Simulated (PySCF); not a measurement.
Work out the structure from these simulated measurements.

Elements present: C, H and P. Monoisotopic mass: 130.0911 u.

- UV, first state: lowest singlet excitation: 4.58 eV (271 nm, f = 0.006) [TDDFT B3LYP/def2-SVPD]
- Polarisability: 119.5 au [B3LYP/def2-SVPD]
- XPS: P2p3/2 135.5, C1s 289.9, C1s 290.1, C1s 290.3, C1s 290.4, C1s 290.5, C1s 290.5, C1s 290.6, P1s 2149.0 eV [ΔSCF SCAN, pcX-2 on the ionised atom, pcseg-1 elsewhere, spin-free X2C, 2p3/2 from a spin–orbit splitting computed afterwards within the 2p shell]
- 1H NMR: chemical shifts (computed TMS as zero) by class: 8.69 (1 H), 2.58 (2 H), 1.96 (2 H), 1.31 (2 H), 1.17 (2 H), 1.10 (3 H), 1.02 (3 H) ppm [GIAO PBE/pcSseg-1]
- Triplet: lowest triplet excitation (Tamm–Dancoff): 2.91 eV [TDA B3LYP/def2-SVPD]
- Rotational structure: rotational constants A, B, C: 4.893, 0.510, 0.495 GHz [PBE0-D3(BJ)/def2-SVP]
- Valence photoelectron: vertical ionisation energy: 8.71 eV [ΔSCF B3LYP/def2-SVPD]
- Dipole: 1.26 D [B3LYP/def2-SVPD]
- UV, strongest line: among the 10 lowest singlet transitions: S2 at 5.31 eV (234 nm, f = 0.298) [TDDFT B3LYP/def2-SVPD]
- 13C NMR: chemical shifts (computed TMS as zero) by class: 205.4 (1 C), 42.9 (1 C), 37.4 (1 C), 36.3 (1 C), 31.5 (1 C), 19.1 (1 C), 16.8 (1 C) ppm [GIAO PBE/pcSseg-1]

Electronic properties: PySCF, gas phase, density fitting. Levels stand in brackets. NMR shifts are as computed; neighbouring signals can stand in another order in a measured spectrum. Geometry: PBE0-D3(BJ)/def2-SVP, one conformer, isolated molecule. NMR classes are plain means over equivalent atoms (diastereotopic ones count apart unless rotation or inversion swaps them), as if these changed places fast.

Question: Which formula fits the mass and the elements?

Answer: C7H15P (calculated 130.0911). No other formula that holds each of these elements comes within 0.0003 u with a fitting electron parity and a possible valence count.

Question: Give a SMILES that accounts for the data.

Answer: Numbering: `[CH3:1][CH2:2]/[CH:3]=[P:4]/[CH2:5][CH2:6][CH2:7][CH3:8]`. 7 carbons fall into 7 classes; from least to most shielded: carbon bonded to C, P and H [C3] (205.4 ppm), sp3 carbon bound to phosphorus [C5] (42.9 ppm), chain CH2 carbon [C6] (37.4 ppm), chain CH2 carbon [C2] (36.3 ppm), chain CH2 carbon [C7] (31.5 ppm), methyl carbon [C1] (19.1 ppm), methyl carbon [C8] (16.8 ppm). Hydrogen classes from least to most shielded: 1 H on a carbon bonded to C, P and H, C3 (8.69 ppm), 2 H on a chain CH2 carbon, C2 (2.58 ppm), 2 H on an sp3 carbon bound to phosphorus, C5 (1.96 ppm), 2 H on a chain CH2 carbon, C7 (1.31 ppm), 2 H on a chain CH2 carbon, C6 (1.17 ppm), 3 H on a methyl carbon, C1 (1.10 ppm), 3 H on a methyl carbon, C8 (1.02 ppm). The core levels belong to: P2p3/2 135.5 eV, phosphorus bonded to 2 C [P4]; C1s 289.9 eV, carbon bonded to C, P and H [C3]; C1s 290.1 eV, sp3 carbon bound to phosphorus [C5]; C1s 290.3 eV, chain CH2 carbon [C6]; C1s 290.4 eV, chain CH2 carbon [C7]; C1s 290.5 eV, methyl carbon [C8]; C1s 290.5 eV, methyl carbon [C1]; C1s 290.6 eV, chain CH2 carbon [C2]; P1s 2149.0 eV, phosphorus bonded to 2 C [P4]. The hole state at 289.9 eV has ⟨S²⟩ = 0.84 against 0.75, so that value is less sure. S1 is mainly HOMO−1→LUMO (weight 0.99); the largest Löwdin shares of the orbital it empties are 0.59 on the phosphorus bonded to 2 C, 0.16 on the sp3 carbon bound to phosphorus and 0.12 on the carbon bonded to C, P and H, of the orbital it fills 0.42 on the phosphorus bonded to 2 C, 0.34 on the carbon bonded to C, P and H, 0.06 on the sp3 carbon bound to phosphorus and 0.04 on a chain CH2 carbon. The first electron is taken from the HOMO, whose largest Löwdin shares are 0.37 on the carbon bonded to C, P and H, 0.34 on the phosphorus bonded to 2 C, 0.07 on a chain CH2 carbon and 0.05 on the sp3 carbon bound to phosphorus. The optimised geometry has point group C1 and is an asymmetric top. Structure: `CC/C=P/CCCC`. Computed isomers that give other values at the same levels: `C=P1(CC)CCCC1` (rotational constant A: 2.488 GHz; this holds for the one conformer computed); `C=CPC(C)(C)CC` (rotational constant A: 2.565 GHz; this holds for the one conformer computed); `CCP1CCCCC1` (rotational constant A: 3.260 GHz; this holds for the one conformer computed). The assignments are read from this structure; whether some other isomer fits the data as well wasn't checked.

Shape of the structure used: `[CH3:1][CH2:2]/[CH:3]=[P:4]/[CH2:5][CH2:6][CH2:7][CH3:8]`: C1–C2–C3–P4 -120°, C3–P4–C5–C6 100°, P4–C5–C6–C7 177°, C5–C6–C7–C8 180°.
